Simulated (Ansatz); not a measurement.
Energy profile

The step: SiNH₂F₃ ([NH2][Si]([F])([F])[F]) + H₂ → SiHF₃ ([F][SiH]([F])[F]) + NH₃ (still joined by a long Si–N bond); bonds formed: Si1–H7, N2–H6; bonds broken: H6–H7; bonds weakened to dative contacts: Si1–N2 (atoms numbered as in the saddle structure below).

```xyz
9
angstrom
Si -0.5695 -0.3698 -0.3212
N 0.7982 0.7254 0.2168
F -0.1312 -1.7468 -0.9779
F -0.9391 0.4078 -1.6798
F -1.9529 -0.1571 0.4277
H 0.6362 -0.2020 1.0590
H -0.0108 -1.0653 1.1892
H 1.6260 0.7297 -0.3705
H 0.5431 1.6781 0.4567
```

Electronic energies by CCSD(T) at an estimated basis limit (MP2 extrapolated from triple and quadruple zeta, plus CCSD(T) − MP2 in triple zeta), on PBE0-D4/def2-TZVP structures; SiNH$_{4}$F$_{3}$, closed shell; no counterpoise correction. Computed with Ansatz 0.2.0 (basis: def2-TZVPP and def2-QZVPP); correlated methods freeze the cores. Extrapolation: Hartree–Fock as exp(−7.88 √X), correlation as X^−2.97.

**Question.** Give the profile in eV, counted from the separated reactants. (To be estimated.)

**Answer.** By the calculation:
```
                                                                                                                            point      eV
separated: SiNH$_{2}$F$_{3}$ (linked as [NH2][Si]([F])([F])[F]; Si1, N2, F3, F4, F5, H8, H9; singlet) + H$_{2}$ (H6, H7; singlet)   0.000
                                                                                                                  start structure  -0.014
                                                                                                                           saddle   2.262
                                                                                                                    end structure   0.267
            separated: SiHF$_{3}$ (linked as [F][SiH]([F])[F]; Si1, F3, F4, F5, H7; singlet) + NH$_{3}$ (N2, H6, H8, H9; singlet)   0.539
```

No T1 diagnostic of these runs exceeds 0.012.

For scale, one of the runs: CCSD(T)/def2-TZVPP, 222 basis functions, launched by `ansatz run in.yaml --threads 4 --pin off --events-out ev --progress --plain --max-ram 9574MiB`. The run took 92 s on 4 CPU threads of an Intel Xeon Platinum 8259CL (shared host), with 3.8 GiB of host memory at its peak.
